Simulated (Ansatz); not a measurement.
Program: Ansatz. Geometries: PBE0-D4/def2-TZVP. ΔE: electronic, gas phase. CCSD(T)/CBS is the MP2 limit (def2-TZVPP, def2-QZVPP) plus CCSD(T) − MP2 in def2-TZVPP, frozen cores. This one scheme is used for every species. For As outer-core shells are correlated without core-valence functions, which leaves a few kJ/mol of doubt a bond. Scalar relativity is left out up to krypton. Each species was taken in one conformer, which may not be the lowest.

`C=C[SiH2][AsH2]` + H₂ → arsine + `C=C[SiH3]`  (hydrogenolysis of the As–Si bond)

`C=C[SiH2][AsH2]`:

Z-matrix (Å, degrees):
```
Si
C 1 1.857
As 1 2.369 2 113.9
H 1 1.488 2 108.8 3 -120.5
H 1 1.489 2 110.8 3 119.5
C 2 1.331 1 123.1 3 115.0
H 2 1.089 1 118.5 3 -63.5
H 3 1.523 1 91.9 2 48.7
H 3 1.523 1 92.2 2 -43.6
H 6 1.087 2 121.7 1 1.3
H 6 1.086 2 122.2 1 -178.8
```

H₂:

```xyz
2

H     0.278   -0.174    0.178
H    -0.278    0.174   -0.178
```

`[AsH3]`:

Cartesian coordinates in Å:
```
As 0.018 -0.084 -0.630
H 1.220 -0.271 0.284
H -0.353 1.231 0.039
H -0.884 -0.875 0.306
```

`C=C[SiH3]`:

```xyz
9

C    -0.632   -1.243    0.664
C     0.370   -0.384    0.498
Si    0.296    1.049   -0.684
H    -1.561   -1.149    0.108
H    -0.573   -2.075    1.359
H     1.275   -0.533    1.086
H     0.472    2.339    0.037
H    -1.025    1.044   -1.367
H     1.378    0.953   -1.701
```

```csv
species,MP2/CBS(def2) energy (Eh)
`C=C[SiH2][AsH2]`,-2604.30248
H₂,-1.16771
`[AsH3]`,-2236.76315
`C=C[SiH3]`,-368.69789
```

Work out ΔE.

ΔE = (-2236.76315) + (-368.69789) − (-2604.30248) − (-1.16771) = 0.00915 Eh = +24.0 kJ/mol. CCSD(T)/CBS gives +14.7 kJ/mol.

Largest T1 diagnostic among the species: 0.012.

From PBE to PBE0 (25 % exact exchange), in def2-TZVPP and without D4, ΔE moves by −3.4 kJ/mol. In def2-TZVPP, CCSD(T) changes the Hartree–Fock value by +26.7 kJ/mol (the triples alone add +5.6 kJ/mol) and MP2 by +36.0 kJ/mol.
